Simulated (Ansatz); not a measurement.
The lowest singlet and triplet of CH2O (SMILES [CH]O); geometries from B3LYP-D3(BJ)/def2-TZVP, each state relaxed from the structure named, with no frequency check.
Singlet at the triplet's geometry (charge 0, multiplicity 1):
```xyz
4

C      0.67007     0.07532    -0.29739
O     -0.54614     0.06642     0.24282
H      1.51498    -0.49276     0.09657
H     -1.16626    -0.49050    -0.25476
```

A positive gap puts the triplet lower; no zero-point energy. R- takes a restricted singlet. U- takes an unrestricted singlet (broken symmetry where lower, unprojected). The triplet is unrestricted in single-reference levels. Active spaces average the two states.

Frozen-core correlation.

Run with Ansatz (Gaussian basis) for Hartree–Fock, density functionals and correlated methods. Each number belongs to the level named beside it.

```csv
level,"gap E(singlet) − E(triplet), vertical, at the triplet's geometry (kJ/mol)"
R-PBE/def2-TZVPP,73.3
U-PBE0/def2-TZVPP (spin-contaminated),25.5
R-B2PLYP/def2-TZVPP,58.5
R-MP2/cc-pVDZ,79.6
R-CCSD/cc-pVTZ,55.2
U-CCSD/cc-pVTZ (spin-contaminated),28.6
U-CCSD(T)/cc-pVTZ (spin-contaminated),24.4
"SA-CASSCF(2,2)/cc-pVQZ",60.6
"FIC-MRCISD+Q on SA-CASSCF(2,2)/cc-pVQZ",(withheld)
```

Question: Fill in the missing entries.

Answer: 
- FIC-MRCISD+Q on SA-CASSCF(2,2)/cc-pVQZ, gap E(singlet) − E(triplet), vertical, at the triplet's geometry (kJ/mol): 42.6

Doubts at one or more of the structures used: a restricted determinant that unrestricted orbitals would lower (R-PBE/def2-TZVPP, R-B2PLYP/def2-TZVPP, R-MP2/cc-pVDZ, R-CCSD/cc-pVTZ); the program's own flag: other amplitudes (U-CCSD/cc-pVTZ (spin-contaminated), U-CCSD(T)/cc-pVTZ (spin-contaminated)).

Ansatz is a quantum-chemistry and plane-wave program.
